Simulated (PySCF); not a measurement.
Ru⁺ (ruthenium, charge +1) across methods

[Kr] 4d7, high-spin 4F determinant. Calculation: PySCF 2.14, in def2-QZVPPD with the def2 core potential (28 electrons) (7s5p4d4f2g, 88 functions); a scalar-relativistic core potential.

| method | E (hartree) | mean ε 4p β (eV) | mean ε 4d α (eV) | mean ε 4d β (eV) | Σ⟨r²⟩ (bohr²) | ⟨S²⟩ |
| --- | --- | --- | --- | --- | --- | --- |
| PBE | -94.5339 | -53.753 | -13.390 | -11.797 | 34.46 | 3.752 |
| B3LYP | -94.5617 | -56.143 | -14.661 | -13.095 | 34.29 | 3.753 |
| BLYP | -94.4960 | -53.738 | -13.244 | -11.819 | 34.64 | 3.752 |
| r2SCAN | -94.5570 | -54.667 | -13.632 | -11.781 | 34.07 | 3.754 |
| TPSS | -94.5030 | -53.899 | -13.248 | -11.857 | 34.31 | 3.752 |
| PBE0 | -94.5214 | -56.542 | -14.963 | -13.211 | 34.05 | 3.752 |
| UHF | -93.89379 | -63.870 | -19.029 | -16.661 | 33.47 | 3.756 |
| LDA | -94.3035 | -53.922 | -13.590 | -11.885 | 34.68 | 3.752 |

Estimate the same row for M06-2X.

E (hartree) = -94.4369; mean ε 4p β (eV) = -59.190; mean ε 4d α (eV) = -16.696; mean ε 4d β (eV) = -14.944; Σ⟨r²⟩ (bohr²) = 34.02; ⟨S²⟩ = 3.756.

Energies and moments cover only the electrons outside the core potential.
